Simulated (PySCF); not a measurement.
Ionisation energy of Nb by level of theory

Nb [Kr] 4d4 5s1 (6D) → Nb⁺ [Kr] 4d4 (5D), as a difference of total energies. All numbers are calculated (PySCF 2.14, a scalar-relativistic core potential, in aug-cc-pwCVDZ-PP with ECP28MDF (6s6p5d3f, 70 functions)). Correlated levels: valence: 4s2 4p6 frozen; valence and next inner shell: nothing frozen outside the core potential. The calculations carry no spin-orbit coupling.

```csv
method,ionisation energy (eV),error (eV)
UHF,5.987,-0.789
LDA,7.469,+0.693
PBE,7.200,+0.424
PBE0,6.929,+0.153
M06,6.518,-0.258
BP86,7.347,+0.571
wB97X,6.297,-0.479
B97-3,6.710,-0.066
MP2 (valence),6.431,-0.345
SCS-MP2 (valence),6.135,-0.641
MP2 (valence and next inner shell),6.784,+0.008
SCS-MP2 (valence and next inner shell),6.444,-0.332
```

Reference: 6.776 eV (measured; NIST levels, between the centres of gravity of the two terms).

Errors of the correlated levels include the incompleteness of this basis and the frozen core.
